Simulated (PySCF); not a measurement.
PySCF 2.14 output of an unrestricted B3LYP calculation on a single atom or ion in def2-TZVP with the def2 core potential (28 electrons), with scalar relativity through the core potential:

```
SCF conv_tol = 1e-09
number electrons alpha = 13  beta = 10
    P. J. Stephens, F. J. Devlin, C. F. Chabalowski, and M. J. Frisch.,  J. Phys. Chem. 98, 11623 (1994)
cycle= 1 E= -267.747141801324  delta_E= -0.00526  |g|= 0.0198  |ddm|= 0.45
cycle= 2 E= -267.747197984395  delta_E= -5.62e-05  |g|= 0.00835  |ddm|= 0.0438
cycle= 3 E= -267.747210333356  delta_E= -1.23e-05  |g|= 0.00134  |ddm|= 0.0106
cycle= 4 E= -267.747210807603  delta_E= -4.74e-07  |g|= 5.45e-05  |ddm|= 0.00268
cycle= 5 E= -267.747210808889  delta_E= -1.29e-09  |g|= 1.16e-06  |ddm|= 0.000101
cycle= 6 E= -267.74721080889  delta_E= -9.09e-13  |g|= 3.99e-08  |ddm|= 3.39e-06
converged SCF energy = -267.74721080889  <S^2> = 3.7504694  2S+1 = 4.0002347
```

The run itself started from symmetry-adapted Hartree-Fock orbitals and held the occupation by maximum overlap, on a logarithmic radial grid, so the iterations belong to that start.

Problem. Which element, charge and spin multiplicity is this?

Solution. Te⁺ (tellurium, charge +1), multiplicity 4; the state was [Kr] 4d10 5s2 5p3, high-spin 4S determinant.

Energies and moments cover only the electrons outside the core potential.
